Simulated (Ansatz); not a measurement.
ClGeH2S can be A, `[SH][GeH][Cl]`•, or B, `[S][GeH2][Cl]`•.

Calculated with Ansatz (gas phase, PBE0-D4/def2-TZVP geometries, no zero-point term in ΔE). CBS: MP2 limit from def2 TZ/QZ plus the TZ coupled-cluster correction, frozen cores. DFT in def2-TZVPP. B3LYP here is the variant with VWN-RPA as its local correlation; programs differ in this. No spin–orbit coupling; open shells (•) take unrestricted orbitals. For Ge outer-core shells are correlated without core-valence functions, which leaves a few kJ/mol of doubt a bond. Scalar relativity is left out up to krypton. One conformer a species, not always the lowest.

Q: Which isomer does CCSD(T)/CBS put lower? Give the gap. (Best estimate.)

A: Computed: A, by 31.6 kJ/mol.

Q: Give E(B) − E(A) in kJ/mol with PBE0-D4, CCSD(T)/def2-SVP, r2SCAN-D4, BLYP-D4, MP2/def2-TZVPP, HF/def2-TZVPP, B3LYP-D4. (An estimate is asked.)

A: Computed: PBE0-D4 43.1, CCSD(T)/def2-SVP 21.4, r2SCAN-D4 44.0, BLYP-D4 51.0, MP2/def2-TZVPP 36.6, HF/def2-TZVPP 0.4, B3LYP-D4 42.4. None reverses the order clearly.

Q: Does the order hold for the free energy at 298.15 K (harmonic terms from PBE0-D4)? (Estimate.)

A: Ansatz gave: Yes: G(B) − G(A) = +32.9 kJ/mol, for one conformer each.

Largest T1 diagnostic: 0.014.

From r2SCAN to r2SCAN0 (25 % exact exchange), in def2-TZVPP and without D4, E(B) − E(A) moves by −6.7 kJ/mol. At CCSD(T), def2-SVP lies −10.2 kJ/mol from the extrapolated value and def2-TZVPP −3.3 kJ/mol.
